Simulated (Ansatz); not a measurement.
Geometry optimisation, RKS BLYP/STO-3G in Ansatz 0.2.0.

Input file:

```yaml
crystal:
  periodic: [false, false, false]
  atoms:
    - { symbol: C, position_ang: [0.13078, 0.90279, -0.53358] }
    - { symbol: B, position_ang: [-0.5527, -0.2052, 0.34674] }
    - { symbol: B, position_ang: [0.2399, -1.59321, 0.72468] }
    - { symbol: O, position_ang: [0.80617, -2.60523, 1.00551] }
    - { symbol: H, position_ang: [-0.4911, 1.7664, -0.75343] }
    - { symbol: H, position_ang: [0.4769, 0.48778, -1.48075] }
    - { symbol: H, position_ang: [1.03547, 1.2615, -0.04055] }
    - { symbol: H, position_ang: [-1.64541, -0.01483, 0.73139] }
basis:
  gaussian: { orbitals: STO-3G }
hamiltonian:
  xc: blyp
relax:
  f_tol: 0.02
  max_steps: 40
```

Run as:

```bash
$ ansatz run input.yaml --threads 1 --pin off --max-ram 2048MiB --backend cpu --events-out ev --progress --plain --runs-dir out
```

Question: Where does it end, and by what steps?

Answer: The forces met the threshold. The force dipped under the threshold on the way, but the program's further checks kept it going. Limits of this set-up: minimal basis. After 19 steps the energy has fallen by 0.120 eV; H7 moved furthest, 0.49 Å.

```csv
step,energy less start (eV),largest force component (eV/Å),accepted
0,0.0000,3.348,yes
1,-0.1081,0.164,yes
2,-0.1092,0.048,yes
3,-0.1094,0.028,yes
4,-0.1100,0.016,yes
5,-0.1102,0.011,yes
6,-0.1104,0.032,yes
7,-0.1108,0.087,yes
8,-0.1114,0.091,yes
9,-0.1089,0.312,no
10,-0.1144,0.020,yes
11,-0.1162,0.131,yes
12,-0.1146,0.185,no
13,-0.1177,0.057,yes
14,-0.1190,0.009,yes
15,-0.1181,0.197,no
16,-0.1198,0.020,yes
17,-0.1200,0.069,yes
18,-0.1201,0.040,yes
19,-0.1204,0.004,yes
```

```xyz
8
Properties=species:S:1:pos:R:3
C 0.144 0.892 -0.576
B -0.464 -0.171 0.423
B 0.168 -1.675 0.650
O 0.640 -2.801 0.819
H -0.643 1.487 -1.086
H 0.840 0.487 -1.335
H 0.720 1.624 0.039
H -1.405 0.158 1.066
```

Whether the end is a true minimum wasn't checked by a vibrational analysis.

Run time: 20 s on 1 thread of Arm Neoverse V2 (shared host), peak memory 0.11 GiB.
